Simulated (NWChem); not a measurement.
Program: NWChem. System: aminoborane (H4BN), charge 0, spin multiplicity 1, at a geometry optimised with PBE0/def2-SVP. Level: MP2/def2-TZVP, 2 core orbitals frozen.

The NWChem input:

```
start mol
memory heap 200 mb stack 900 mb global 1100 mb
geometry units angstroms nocenter noautoz
  B      0.000000     0.000000    -0.776169
  N      0.000000     0.000000     0.611172
  H     -1.057459     0.000000    -1.364498
  H      1.057459     0.000000    -1.364498
  H      0.846359     0.000000     1.165820
  H     -0.846359     0.000000     1.165820
  symmetry group C2v
end
basis spherical
  * library def2-tzvp
end
scf
  rhf
  nopen 0
  maxiter 100
  thresh 1e-7
  semidirect memsize 60000000 filesize 0
end
mp2
  freeze core 2
end
task mp2 energy
```

NWChem printed:

```
             Northwest Computational Chemistry Package (NWChem) 7.3.0
             --------------------------------------------------------

                                NWChem Input Module
                                -------------------

 Scaling coordinates for geometry "geometry" by  1.889725989
 (inverse scale =  0.529177249)

 Turning off AUTOSYM since
 SYMMETRY directive was detected!

                             Geometry "geometry" -> ""
                             -------------------------

 Output coordinates in angstroms (scale by  1.889725989 to convert to a.u.)

  No.       Tag          Charge          X              Y              Z
 ---- ---------------- ---------- -------------- -------------- --------------
    1 B                    5.0000     0.00000000     0.00000000    -0.77616900
    2 N                    7.0000     0.00000000     0.00000000     0.61117200
    3 H                    1.0000    -1.05745900     0.00000000    -1.36449800
    4 H                    1.0000     1.05745900     0.00000000    -1.36449800
    5 H                    1.0000     0.84635900     0.00000000     1.16582000
    6 H                    1.0000    -0.84635900     0.00000000     1.16582000

 Effective nuclear repulsion energy (a.u.)      32.1623911287

            Nuclear Dipole moment (a.u.)
            ----------------------------
        X                 Y               Z
 ---------------- ---------------- ----------------
     0.0000000000     0.0000000000     0.0000056692

      Symmetry information
      --------------------

 Group name             C2v
 Group number             16
 Group order               4
 No. of unique centers     4

      Symmetry unique atoms

     1    2    3    5


 Summary of "ao basis" -> "" (spherical)
 ------------------------------------------------------------------------------
       Tag                 Description            Shells   Functions and Types
 ---------------- ------------------------------  ------  ---------------------
 *                         def2-tzvp                  on all atoms

 Summary of "ao basis" -> "ao basis" (spherical)
 ------------------------------------------------------------------------------
       Tag                 Description            Shells   Functions and Types
 ---------------- ------------------------------  ------  ---------------------
 B                         def2-tzvp                11       31   5s3p2d1f
 N                         def2-tzvp                11       31   5s3p2d1f
 H                         def2-tzvp                 4        6   3s1p

                                 NWChem SCF Module
                                 -----------------

  ao basis        = "ao basis"
  functions       =    86
  atoms           =     6
  closed shells   =     8
  open shells     =     0
  charge          =   0.00
  wavefunction    = RHF
  use symmetry    = T
  symmetry adapt  = T

 Summary of "ao basis" -> "ao basis" (spherical)
 ------------------------------------------------------------------------------
       Tag                 Description            Shells   Functions and Types
 ---------------- ------------------------------  ------  ---------------------
 B                         def2-tzvp                11       31   5s3p2d1f
 N                         def2-tzvp                11       31   5s3p2d1f
 H                         def2-tzvp                 4        6   3s1p

      Symmetry analysis of basis
      --------------------------

        a1         38
        a2          8
        b1         24
        b2         16

 Forming initial guess at       0.1s

      Superposition of Atomic Density Guess
      -------------------------------------

 Sum of atomic energies:         -80.84550147

      Non-variational initial energy
      ------------------------------

 Total energy =     -81.794111
 1-e energy   =    -171.003494
 2-e energy   =      57.046992
 HOMO         =      -0.385983
 LUMO         =       0.016126

      Symmetry analysis of molecular orbitals - initial
      -------------------------------------------------

  Numbering of irreducible representations:

     1 a1          2 a2          3 b1          4 b2

  Orbital symmetries:

     1 a1          2 a1          3 a1          4 a1          5 b1
     6 a1          7 b2          8 b1          9 b2         10 a1
    11 b1         12 a1         13 a1         14 a1         15 b1
    16 b2         17 b1         18 a1

 Starting SCF solution at       0.5s

 ----------------------------------------------
         Quadratically convergent ROHF

 Convergence threshold     :          1.000E-07
 Maximum no. of iterations :          100
 Final Fock-matrix accuracy:          1.000E-09
 ----------------------------------------------

              iter       energy          gnorm     gmax       time
             ----- ------------------- --------- --------- --------
                 1      -81.4942676134  6.74D-01  1.82D-01      0.5
                 2      -81.5221199219  2.84D-01  7.28D-02      0.5
                 3      -81.5270002258  9.55D-03  2.77D-03      0.6
                 4      -81.5270091576  6.35D-05  3.06D-05      0.6
                 5      -81.5270091584  7.81D-09  2.16D-09      0.8

       Final RHF  results
       ------------------

         Total SCF energy =    -81.527009158381
      One-electron energy =   -173.074576720658
      Two-electron energy =     59.385176433559
 Nuclear repulsion energy =     32.162391128718

        Time for solution =      0.3s

       Symmetry analysis of molecular orbitals - final
       -----------------------------------------------

  Numbering of irreducible representations:

     1 a1          2 a2          3 b1          4 b2

  Orbital symmetries:

     1 a1          2 a1          3 a1          4 a1          5 b1
     6 a1          7 b1          8 b2          9 b2         10 a1
    11 b1         12 a1         13 a1         14 b1         15 a1
    16 b2         17 b1         18 a1

             Final eigenvalues
             -----------------

              1
    1  -15.5569
    2   -7.5858
    3   -1.1595
    4   -0.7154
    5   -0.6823
    6   -0.5519
    7   -0.4601
    8   -0.4402
    9    0.1207
   10    0.1255
   11    0.1623
   12    0.1655
   13    0.2197
   14    0.2422
   15    0.2680
   16    0.2902
   17    0.3276
   18    0.4351

                       ROHF Final Molecular Orbital Analysis
                       -------------------------------------

 Vector    6  Occ=2.000000D+00  E=-5.518979D-01  Symmetry=a1
              MO Center= -3.1D-17,  8.5D-32, -8.3D-01, r^2= 1.9D+00
   Bfn.  Coefficient  Atom+Function         Bfn.  Coefficient  Atom+Function
  ----- ------------  ---------------      ----- ------------  ---------------
     8      0.266777  1 B  pz                39     -0.216608  2 N  pz
     4     -0.188159  1 B  s                 42     -0.180685  2 N  pz
    64     -0.165664  3 H  s                 70     -0.165664  4 H  s
    11      0.162641  1 B  pz

 Vector    7  Occ=2.000000D+00  E=-4.601477D-01  Symmetry=b1
              MO Center= -3.8D-16,  3.8D-17, -1.0D+00, r^2= 1.9D+00
   Bfn.  Coefficient  Atom+Function         Bfn.  Coefficient  Atom+Function
  ----- ------------  ---------------      ----- ------------  ---------------
     6      0.276555  1 B  px                 9      0.229811  1 B  px
    64     -0.217035  3 H  s                 70      0.217035  4 H  s

 Vector    8  Occ=2.000000D+00  E=-4.402212D-01  Symmetry=b2
              MO Center= -7.6D-16, -3.6D-18,  4.6D-01, r^2= 1.1D+00
   Bfn.  Coefficient  Atom+Function         Bfn.  Coefficient  Atom+Function
  ----- ------------  ---------------      ----- ------------  ---------------
    38      0.382972  2 N  py                41      0.370628  2 N  py
    44      0.300001  2 N  py

 Vector    9  Occ=0.000000D+00  E= 1.206777D-01  Symmetry=b2
              MO Center= -1.1D-14, -7.7D-16, -9.5D-01, r^2= 4.8D+00
   Bfn.  Coefficient  Atom+Function         Bfn.  Coefficient  Atom+Function
  ----- ------------  ---------------      ----- ------------  ---------------
    13      1.022952  1 B  py                44     -0.472876  2 N  py
     7      0.189946  1 B  py                38     -0.161780  2 N  py

 Vector   10  Occ=0.000000D+00  E= 1.255161D-01  Symmetry=a1
              MO Center=  1.5D-16,  3.5D-17,  9.3D-01, r^2= 5.9D+00
   Bfn.  Coefficient  Atom+Function         Bfn.  Coefficient  Atom+Function
  ----- ------------  ---------------      ----- ------------  ---------------
    36      3.006516  2 N  s                  5     -1.641311  1 B  s
    77     -0.798955  5 H  s                 83     -0.798955  6 H  s
    14     -0.713953  1 B  pz                11     -0.649712  1 B  pz
     4     -0.239116  1 B  s                 22     -0.234376  1 B  d  0
    65      0.231287  3 H  s                 71      0.231287  4 H  s

 Vector   11  Occ=0.000000D+00  E= 1.622982D-01  Symmetry=b1
              MO Center= -3.0D-16,  1.5D-29,  3.2D-01, r^2= 7.9D+00
   Bfn.  Coefficient  Atom+Function         Bfn.  Coefficient  Atom+Function
  ----- ------------  ---------------      ----- ------------  ---------------
    12      2.025756  1 B  px                43     -1.255210  2 N  px
    65      1.140003  3 H  s                 71     -1.140003  4 H  s
    77      0.944398  5 H  s                 83     -0.944398  6 H  s
     9     -0.160710  1 B  px

 center of mass
 --------------
 x =   0.00000000 y =   0.00000000 z =  -0.02519746

 moments of inertia (a.u.)
 ------------------
          65.529889952060           0.000000000000           0.000000000000
           0.000000000000          78.734960089179           0.000000000000
           0.000000000000           0.000000000000          13.205070137119

  Mulliken analysis of the total density
  --------------------------------------

    Atom       Charge   Shell Charges
 -----------   ------   -------------------------------------------------------
    1 B    5     4.90   0.91  1.07  0.48  0.45  0.04  0.93  0.76  0.11  0.06  0.07  0.01
    2 N    7     7.56   0.82  1.16  0.51  0.78  0.16  1.53  1.76  0.81  0.01  0.02  0.00
    3 H    1     1.02   0.26  0.53  0.23  0.01
    4 H    1     1.02   0.26  0.53  0.23  0.01
    5 H    1     0.74   0.26  0.40  0.05  0.04
    6 H    1     0.74   0.26  0.40  0.05  0.04

       Multipole analysis of the density wrt the origin
       ------------------------------------------------

     L   x y z        total         open         nuclear
     -   - - -        -----         ----         -------
     0   0 0 0     -0.000000      0.000000     16.000000

     1   1 0 0      0.000000      0.000000      0.000000
     1   0 1 0     -0.000000      0.000000      0.000000
     1   0 0 1      0.692214      0.000000      0.000006

     2   2 0 0     -9.877711      0.000000     13.102543
     2   1 1 0      0.000000      0.000000      0.000000
     2   1 0 1     -0.000000      0.000000      0.000000
     2   0 2 0    -11.101559      0.000000      0.000000
     2   0 1 1      0.000000      0.000000      0.000000
     2   0 0 2     -9.928198      0.000000     43.098790

                   NWChem MP2 Semi-direct Energy/Gradient Module
                   ---------------------------------------------

  Basis functions       =     86
  Molecular orbitals    =     86
  Frozen core           =      2
  Frozen virtuals       =      0
  Active alpha occupied =      6
  Active beta occupied  =      6
  Active alpha virtual  =     78
  Active beta virtual   =     78
  Use MO symmetry       = T
  Use skeleton AO sym   = T

  AO/Fock/Back tols     =   1.0D-09  1.0D-09  1.0D-09

 GA uses MA = F    GA memory limited = T

 Available:
  local mem=  1.26D+08
 global mem=  1.44D+08
 local disk=  0.00D+00
  mp2_memr nvloc                    78
  nvloc new                    78
   1 passes of   6:        5242880                      38478                   5963814.
   1 passes of   6: M    126152617           G      144164408           F     120909737.

 Semi-direct pass number   1 of   1  for RHF alpha+beta  at        0.8s
  vrange nnbf                  3740
  mp2_eaftype                    22  avail_ma_in_mb                  1099
 EAF : mp2_eaftype filesize          22    2981907.
  mp2_eaf for mointskh                     22
Node 0 wrote     14.0 Mb in      0.0 s     Agg I/O rate:  2154.2 Mb/s
 Done moints_semi at        2.1s
  mp2_eaftype                    22  avail_ma_in_mb                  1077
 EAF : mp2_eaftype filesize          22    2981907.
  mp2_eaf for kh                    22
 Done maket at        2.1s
 Done multipass loop at        2.1s

          -------------------------------------------
          SCF energy                 -81.527009158381
          Correlation energy          -0.316363133831
          Singlet pairs               -0.214901252597
          Triplet pairs               -0.101461881233
          Total MP2 energy           -81.843372292211
          -------------------------------------------

          ---------------------------------------------------
                    Spin Component Scaled (SCS) MP2
          Same spin pairs                     -0.067641254156
          Same spin scaling factor             0.333333333333
          Opposite spin pairs                 -0.248721879675
          Opposite spin scaling fact.          1.200000000000
          SCS-MP2 correlation energy          -0.321013340329
          Total SCS-MP2 energy               -81.848022498709
          ---------------------------------------------------

 -----------------------
 Performance information
 -----------------------

 Timer overhead =  1.54D-07 seconds/call

               Nr. of calls         CPU time (s)                 Wall time (s)                GFlops
             ---------------    -------------------     ------------------------------   -------------------
Name         Min   Avg   Max    Min     Avg     Max     Min     Avg     Max   Mx/calls   Min     Max     Sum
mp2: moin     1     1     1    1.2     1.2     1.2      1.2     1.2     1.2     1.2      0.0     0.0     0.0
mp2: make     1     1     1   5.67E-2 5.67E-2 5.67E-2  5.67E-2 5.67E-2 5.67E-2 5.67E-2   0.0     0.0     0.0
mp2: tota     1     1     1    1.3     1.3     1.3      1.3     1.3     1.3     1.3      0.0     0.0     0.0

 The average no. of pstat calls per process was 3.00D+00
 with a timing overhead of 4.61D-07s

 Task  times  cpu:        2.1s     wall:        2.1s

 Total times  cpu:        2.1s     wall:        2.1s
```
